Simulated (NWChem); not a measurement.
C2H6OSi2; SMILES O=C1C[SiH2][SiH2]1

```xyz
11

O      0.4088    -2.2367     0.3100
C      0.2303    -1.1136    -0.0717
C      1.3171    -0.1031    -0.4395
Si     0.4414     1.4807     0.2116
Si    -1.3832     0.0366    -0.0858
H      2.3244    -0.3972    -0.1061
H      1.3255    -0.0095    -1.5431
H      0.6298     2.6898    -0.6408
H      0.7765     1.7808     1.6347
H     -1.9871     0.1167    -1.4527
H     -2.4391    -0.2300     0.9335
```
Atoms are numbered in this order, from 1.

All runs: NWChem. Medium grid unless said otherwise, to which SCAN and Minnesota functionals are sensitive. Geometry: optimised at PBE0/def2-SVP. Total energies of different functionals are on different scales.

| level | energy (Ha) | highest occupied level (eV) | orbital gap (eV) | dipole (D) |
|---|---|---|---|---|
| B3LYP/def2-SVP | -733.7327 | ___ | ___ | 2.41 |
| PBE/def2-SVP | -733.2117 | -5.26 | 2.88 | 2.13 |
| LDA (Slater exchange, VWN5)/def2-SVP | -730.1076 | -5.39 | 2.83 | 2.22 |
| Hartree-Fock/def2-SVP | -731.6117 | -9.80 | 12.19 | 3.15 |
| MN15/def2-SVP | -733.2209 | -7.33 | 6.53 | 2.42 |
| HCTH/407/def2-SVP | -733.7354 | -5.43 | 2.96 | 2.22 |
| BLYP/def2-SVP | -733.6272 | -5.07 | 2.92 | 2.14 |
| PBE0/def2-SVP | -733.2762 | -6.62 | 5.22 | 2.44 |

Problem. Complete the blanks.

Solution. 
- B3LYP/def2-SVP, highest occupied level (eV): -6.34
- B3LYP/def2-SVP, orbital gap (eV): 4.81
